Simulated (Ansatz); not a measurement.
`NB(Cl)Br` + `C=N[SiH](O)F` → `FB(Cl)Br` + `C=N[SiH](N)O`  (redistribution)

Program: Ansatz. Geometries: PBE0-D4/def2-TZVP. ΔE: electronic, gas phase. CCSD(T)/CBS adds triple-zeta CCSD(T) − MP2 to the extrapolated MP2 energy (def2 sets, frozen cores). DFT in def2-TZVPP. B3LYP here is the variant with VWN-RPA as its local correlation; programs differ in this. For Br outer-core shells are correlated without core-valence functions, which leaves a few kJ/mol of doubt a bond. Scalar relativity is left out up to krypton. Each species was taken in one conformer, which may not be the lowest.

```json
{"level": "B3LYP", "ΔE (eV)": "0.89"}
{"level": "HF/def2-QZVPP", "ΔE (eV)": "0.94"}
```

Question: What does CCSD(T)/CBS give? (Best estimate.)

Answer: Ansatz gave: +0.90 eV. The listed levels differ from it by -0.01, 0.04 eV.

Largest T1 diagnostic among the species: 0.013.

From PBE to PBE0 (25 % exact exchange), in def2-TZVPP and without D4, ΔE moves by +0.03 eV.
